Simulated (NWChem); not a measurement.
# Lowest excitation of Br₂Ge

```
Ge
Br 1 2.3709
Br 1 2.3709 2 102.36
```
Charge 0, spin multiplicity 1.

The numbers come from NWChem runs, not from measurements. Structure: optimised with B3LYP/def2-SVP, a minimum by its harmonic frequencies.

Basis set: def2-SVP. The methods don't all put a state of the same symmetry lowest.

| method | lowest vertical singlet excitation energy (eV) | relative cost | difference from EOM-CCSD |
|---|---|---|---|
| TD-PBE | 3.09 | 1 | -0.38 |
| CIS | 3.80 | under 3 | +0.33 |
| TD-B3LYP | 3.24 | under 3 | -0.23 |
| TDA-CAM-B3LYP | 3.45 | under 3 | -0.02 |
| EOM-CCSD | 3.47 | 3 | 0.00 |

The values span 0.71 eV, from TD-PBE (lowest) to CIS (highest). Costs are rough ratios of processor time within this set of runs, SCF included, with TD-PBE as 1.

The Hamiltonian is non-relativistic. The correlated methods keep 27 core orbitals frozen. B3LYP has NWChem's definition, with VWN1-RPA local correlation. GW and range-separated runs recompute their integrals, the others keep them in memory, which bears on the times. The structure started from a generated list of species. Coupled-cluster values serve here as a point of comparison, not as the truth.
